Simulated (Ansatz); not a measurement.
Cartesian coordinates in Å:
```
C -0.805 2.408 0.323
C 0.038 1.235 0.422
C 0.744 0.259 0.505
S 1.766 -1.067 0.655
Ge 0.526 -2.517 -0.516
H -0.280 3.234 -0.164
H -1.701 2.189 -0.265
H -1.129 2.747 1.311
H -0.836 -2.669 0.170
H 0.362 -1.984 -1.945
H 1.316 -3.833 -0.496
```

Charge 0, multiplicity 1.

(1) List the ωB97M-V/def2-TZVPP orbital energies in eV (the Gaussian-basis code of Ansatz). (An estimate is asked.)

Results:

(1) The calculation gave: Occupied: -10867.03, -2427.24, -1362.87, -1210.61, -1210.58, -1210.58, -281.97, -281.74, -281.48, -221.18, -174.65, -164.30, -164.21, -164.09, -123.94, -123.86, -123.85, -36.73, -36.69, -36.67, -36.60, -36.60, -25.19, -24.00, -21.72, -18.49, -15.82, -14.65, -14.64, -14.48, -12.70, -12.64, -11.95, -11.35, -9.36, -8.48. Lowest empty: 1.56, 2.31, 2.68, 2.90, 2.94, 3.85, 3.91, 4.22.
